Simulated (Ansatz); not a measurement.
`BOB[SiH2][AlH2]` + H–F → `F[SiH2][AlH2]` + `BOB`  (cleavage of the Si–B bond)

Gas-phase electronic energies from Ansatz, PBE0-D4/def2-TZVP geometries. CBS: MP2 limit from def2 TZ/QZ plus the TZ coupled-cluster correction, frozen cores. This one scheme is used for every species. One conformer a species, not always the lowest.

`BOB[SiH2][AlH2]`:

```xyz
12

B     1.876    1.933    0.731
O     0.778    1.205    0.927
B    -0.351    0.505    1.046
Si   -1.337   -0.155   -0.592
Al   -0.539   -2.427   -1.072
H     1.770    3.124    0.679
H     2.924    1.363    0.619
H    -0.715    0.238    2.160
H    -2.803   -0.184   -0.317
H    -1.086    0.739   -1.761
H     0.692   -2.655   -2.051
H    -1.208   -3.686   -0.370
```

H–F:

Cartesian coordinates in Å:
```
F 0.159 0.351 -0.251
H -0.159 -0.351 0.251
```

`F[SiH2][AlH2]`:

```xyz
7

F     1.554   -1.542   -0.294
Si    0.434   -0.759    0.562
Al   -0.610    1.049   -0.755
H    -0.559   -1.776    1.013
H     1.106   -0.245    1.791
H    -0.181    1.351   -2.252
H    -1.744    1.922   -0.064
```

`BOB`:

Cartesian coordinates in Å:
```
B -0.558 -0.659 0.847
O -0.559 -0.095 -0.396
B 0.467 0.644 -0.912
H 0.394 -0.518 1.563
H -1.528 -1.281 1.170
H 0.331 1.078 -2.017
H 1.453 0.831 -0.255
```

| species | CCSD(T)/CBS(def2) energy (Eh) |
| --- | --- |
| `BOB[SiH2][AlH2]` | -660.09328 |
| H–F | -100.39570 |
| `F[SiH2][AlH2]` | -633.31837 |
| `BOB` | -127.21702 |

Task: Work out ΔE.

Result: ΔE = (-633.31837) + (-127.21702) − (-660.09328) − (-100.39570) = -0.04641 Eh = -121.8 kJ/mol.

Largest T1 diagnostic among the species: 0.017.

From r2SCAN to r2SCAN0 (25 % exact exchange), in def2-TZVPP and without D4, ΔE moves by −6.9 kJ/mol. In def2-TZVPP, CCSD(T) changes the Hartree–Fock value by +46.7 kJ/mol (the triples alone add +7.2 kJ/mol) and MP2 by +40.6 kJ/mol. At CCSD(T), def2-SVP lies +13.7 kJ/mol from the extrapolated value and def2-TZVPP −0.3 kJ/mol.
